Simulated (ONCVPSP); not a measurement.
neon (Ne): one change to an ONCV potential, before and after

Ne, optimised norm-conserving Vanderbilt (ONCV), made with ONCVPSP 4.0.1 (PBE, scalar-relativistic). Core [He], reference 2s2 2p4 (charge +2). Waves: 2s: rc 0.60 bohr, ncon 5, nbas 8, qcut 13.9 1/bohr, local; 2p: rc 1.35 bohr, ncon 4, nbas 9, qcut 10.1 1/bohr, 1 projector; d scattering state at 0.18 Ha: rc 1.05 bohr, ncon 4, nbas 7, qcut 9.2 1/bohr, 2 projectors, debl 0.7 Ha. Local part: the s channel. Core correction: Teter function, fcfact 5.5, rcfact 1.55.

Change: reference 2s2 2p6.

Cutoffs: the cutoffs (Ha) at which the residual kinetic energy of the hardest occupied pseudo-wave falls to 1 and 0.1 mHa per electron; they do not see the model core or the augmentation charge, which bear on the density cutoff. Errors are all-electron minus pseudo energies relative to the spin-unpolarised reference configuration.

**Question.** What does the change do?

**Answer.** The potential gets neither clearly harder nor softer (76 Ha and 208 Ha → 73 Ha and 207 Ha); the range in which the p phases agree widens (upper end 0.1 → 1.6); neither file shows a bound ghost.

| quantity | base | changed |
| --- | --- | --- |
| cutoff, loose | 76 Ha | 73 Ha |
| cutoff, tight | 208 Ha | 207 Ha |
| loose cutoff by channel | s 76 Ha, p 39 Ha | s 73 Ha, p 38 Ha |
| bound ghosts | none | none |
| GHOST(+) flags under 300 eV | none | none |
| largest error over its own tests, meV | +1448 | +990 |
| s: phases at 0.61 bohr within 0.05 rad from the reference energy up to (Ha; the scan ends near 5) | to the end of the scan | to the end of the scan |
| p: phases at 1.37 bohr within 0.05 rad from the reference energy up to (Ha; the scan ends near 5) | 0.1 | 1.6 |
| d: phases at 1.06 bohr within 0.05 rad from the reference energy up to (Ha; the scan ends near 5) | to the end of the scan | to the end of the scan |
| rms error of d²Exc/dni dnj with the model core, mHa | 2.68 | 1.83 |
